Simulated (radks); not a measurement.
Problem. These are the eigenvalues of the occupied orbitals of an atom or ion with whole-number occupations (eV). Method: Dirac Kohn-Sham, exchange-only PBE, spin-unpolarised, spherical densities, finite nucleus; Fermi nuclear charge, rms radius of each element as measured or else 0.836 A^(1/3) + 0.57 fm; computed with a radial shooting solver on a logarithmic mesh with Libxc functionals.

orbital  eigenvalue
1s1/2     -1890.859
2s1/2     -229.0130
2p1/2     -187.1075
2p3/2     -186.3884

Which element is it, and in what charge state? The configuration may be excited. Open shells, if any, fill j = l - 1/2 first.

Solution. Z = 14, silicon, charge +5: Si5+ in [He] 2s2 2p5. The list shows which subshells hold electrons but not how many an open one holds; the 1s level, -69.488 hartree, gives Z - s = 11.8 by -(Z - s)^2/2, which with screening and relativity narrows Z to a few neighbours, and the depths of the outer levels then fix element, charge and occupations together.
